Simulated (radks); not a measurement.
Values are calculated unless marked as measured or tabulated.
All-electron atom: Zn16+ in [Ne] 3s2 3p2. Level of theory: scalar-relativistic Kohn-Sham, LDA (Slater exchange, VWN5 correlation), spin-polarised, spherical densities, finite nucleus; open shells are filled with parallel spins first; Fermi nuclear charge, rms radius 3.9283 fm (a radial shooting solver on a logarithmic mesh with Libxc functionals).

Radial electron density D(r) = 4 pi r^2 rho(r):

| r (bohr) | D(r) (e/bohr) | spin D(r) |
|---|---|---|
| 0.005701 | 5.927 | -0.0000453 |
| 0.006377 | 7.083 | 0.0000513 |
| 0.007132 | 8.423 | 0.000222 |
| 0.007978 | 9.963 | 0.000508 |
| 0.008923 | 11.71 | 0.000971 |
| 0.009981 | 13.68 | 0.00170 |
| 0.01116 | 15.86 | 0.00284 |
| 0.01249 | 18.24 | 0.00456 |
| 0.01385 | 20.59 | 0.00694 |
| 0.0155 | 23.23 | 0.0107 |
| 0.01733 | 25.92 | 0.0162 |
| 0.01939 | 28.56 | 0.0243 |
| 0.02169 | 31.03 | 0.0359 |
| 0.02426 | 33.21 | 0.0523 |
| 0.02713 | 34.95 | 0.0753 |
| 0.03035 | 36.14 | 0.107 |
| 0.03394 | 36.66 | 0.150 |
| 0.03796 | 36.48 | 0.208 |
| 0.04246 | 35.62 | 0.283 |
| 0.0475 | 34.21 | 0.379 |
| 0.05312 | 32.48 | 0.499 |
| 0.05895 | 30.85 | 0.630 |
| 0.06593 | 29.43 | 0.792 |
| 0.07375 | 28.72 | 0.969 |
| 0.08249 | 28.99 | 1.15 |
| 0.09226 | 30.36 | 1.31 |
| 0.1032 | 32.71 | 1.43 |
| 0.1154 | 35.62 | 1.48 |
| 0.1291 | 38.47 | 1.43 |
| 0.1444 | 40.47 | 1.26 |
| 0.1615 | 40.93 | 0.982 |
| 0.1807 | 39.35 | 0.631 |
| 0.2021 | 35.70 | 0.280 |
| 0.226 | 30.40 | 0.0342 |
| 0.2508 | 24.76 | 0.00286 |
| 0.2805 | 18.90 | 0.272 |
| 0.3138 | 14.21 | 0.891 |
| 0.3509 | 11.23 | 1.80 |
| 0.3925 | 9.909 | 2.83 |
| 0.4391 | 9.688 | 3.74 |
| 0.4911 | 9.730 | 4.30 |
| 0.5493 | 9.315 | 4.34 |
| 0.6144 | 8.124 | 3.86 |
| 0.6872 | 6.299 | 3.02 |
| 0.7686 | 4.277 | 2.07 |
| 0.8597 | 2.513 | 1.23 |
| 0.954 | 1.332 | 0.659 |
| 1.067 | 0.5705 | 0.287 |
| 1.193 | 0.2027 | 0.104 |
| 1.335 | 0.05871 | 0.0309 |
| 1.493 | 0.01357 | 0.00734 |
| 1.67 | 0.002444 | 0.00137 |
| 1.868 | 0.0003341 | 0.000194 |

D(r) has 3 maxima, at r = 0.0348, 0.156, 0.479 bohr, and minima at 0.0761, 0.432 bohr, inside which lie 2.12, 10.69 electrons.
